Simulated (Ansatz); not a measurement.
Program: Ansatz 0.2.0.

Basis-set series for `[Br][SnH2]` radical. Total charge 0; spin multiplicity 2. Sn: def2 effective core potential. Geometry: relaxed with PBE0-D4/def2-TZVP.

```json
{"functional": "PBE0-D4", "basis": "def2-SVP", "functions": "68", "energy (Eh)": "-2789.04662", "HOMO (eV)": "-6.50", "LUMO (eV)": "-3.62"}
{"functional": "PBE0-D4", "basis": "def2-TZVPP", "functions": "126", "energy (Eh)": "-2789.36970", "HOMO (eV)": "-6.58", "LUMO (eV)": "-3.69"}
{"functional": "ωB97M-V", "basis": "def2-SVP", "functions": "68", "energy (Eh)": "-2789.13701", "HOMO (eV)": "-8.46", "LUMO (eV)": "-1.86"}
{"functional": "ωB97M-V", "basis": "def2-TZVPP", "functions": "126", "energy (Eh)": "-2789.46011", "HOMO (eV)": "-8.58", "LUMO (eV)": "-1.99"}
```

Q: Give the rows for def2-QZVPP. (Estimate.)

A: The calculation gave: 
| functional | basis | functions | energy (Eh) | HOMO (eV) | LUMO (eV) |
| --- | --- | --- | --- | --- | --- |
| PBE0-D4 | def2-QZVPP | 231 | -2789.42436 | -6.59 | -3.69 |
| ωB97M-V | def2-QZVPP | 231 | -2789.51296 | -8.59 | -2.01 |

HOMO and LUMO are taken over both spins. Scalar relativity is left out up to krypton.
